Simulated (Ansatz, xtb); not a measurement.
## Relative energy of two isomers of C5H6N2Si

Structure a: `C#Cc1ccnn1[SiH3]`, a singlet. Structure b: `C#Cc1ccn([SiH3])n1`, a singlet. Both are isolated molecules in the gas phase, relaxed with PBE-D3(BJ)/def2-SVP.

a (Å):

```csv
atom,x (Å),y (Å),z (Å)
C,-1.2307,-3.3337,1.3499
C,-0.9531,-2.2548,0.8360
C,-0.6305,-1.0291,0.2051
C,-0.4691,0.2687,0.7072
C,-0.1501,1.0506,-0.4295
N,-0.1123,0.3167,-1.5492
N,-0.4046,-0.9499,-1.1647
Si,-0.4613,-2.2819,-2.3803
H,-1.4758,-4.2796,1.8123
H,-0.5729,0.5804,1.7510
H,0.0556,2.1277,-0.4792
H,0.5558,-3.3192,-2.0105
H,-0.1456,-1.6349,-3.6880
H,-1.8333,-2.8860,-2.3728
```

b (Å):

```xyz
14

C     2.9802   -1.5234    0.8275
C     1.8500   -1.3254    0.3990
C     0.5421   -1.0511   -0.0953
C    -0.0629    0.2358   -0.2772
C    -1.3250   -0.0385   -0.7756
N    -1.4307   -1.4090   -0.8712
N    -0.3024   -2.0387   -0.4609
Si   -2.7754   -2.4582   -1.4351
H     3.9757   -1.7097    1.2048
H     0.3817    1.2128   -0.0661
H    -2.1488    0.6228   -1.0671
H    -2.3164   -3.2535   -2.6168
H    -3.8728   -1.5087   -1.8147
H    -3.2004   -3.3560   -0.3158
```

**Question.** Estimate E(b) − E(a) at the level CCSD(T)/def2-SVP + ΔMP2/def2-TZVPP.

**Answer.** CCSD(T)/def2-SVP + ΔMP2/def2-TZVPP gives E(b) − E(a) = +1.27 kJ/mol, slightly favouring structure a, which is too small a margin to settle the true order.

How the difference moves with the method:

| level | geometry | E(b) − E(a) (kJ/mol) | departure from the last row (kJ/mol) | job, with rough time for the two |
| --- | --- | --- | --- | --- |
| GFN2-xTB | GFN2-xTB | +7.78 | +6.52 | optimisation, 0.65 s |
| HF/STO-3G | GFN2-xTB | +2.13 | +0.86 | single point, 2.1 s |
| r2SCAN-D4/def2-SVP | GFN2-xTB | +4.50 | +3.23 | single point, 12 s |
| PBE-D3(BJ)/def2-SVP | PBE-D3(BJ)/def2-SVP | +5.73 | +4.46 | optimisation, 79 s |
| HF/def2-SVP | PBE-D3(BJ)/def2-SVP | −3.43 | −4.70 | part of the CCSD(T) run |
| MP2/def2-SVP | PBE-D3(BJ)/def2-SVP | +2.10 | +0.83 | part of the CCSD(T) run |
| CCSD(T)/def2-SVP | PBE-D3(BJ)/def2-SVP | +0.29 | −0.97 | single point |
| CCSD(T)/def2-SVP + ΔMP2/def2-TZVPP | PBE-D3(BJ)/def2-SVP | +1.27 |  | single point, 4 min |

As drawn, both hold the same kinds of bond in the same numbers.

The largest departure from CCSD(T)/def2-SVP + ΔMP2/def2-TZVPP is that of GFN2-xTB, 6.52 kJ/mol. The last row adds to CCSD(T) the change of the MP2 difference between the two basis sets, here +0.97 kJ/mol.

With thermal terms from frequencies at re-optimised GFN2-xTB minima (ideal gas, soft modes damped towards free rotors, one conformer each, 298.15 K, 1 atm): on the last row, ΔE + ΔZPE = +0.90, ΔH = +1.07, ΔG = +0.69 kJ/mol.

The correlated steps freeze 12 core orbitals. Run with Ansatz 0.2.0, xtb 6.7.1; the last row on 2 threads of Intel(R) Xeon(R) Processor @ 2.50GHz (Skylake/Cascade Lake) on a shared host.
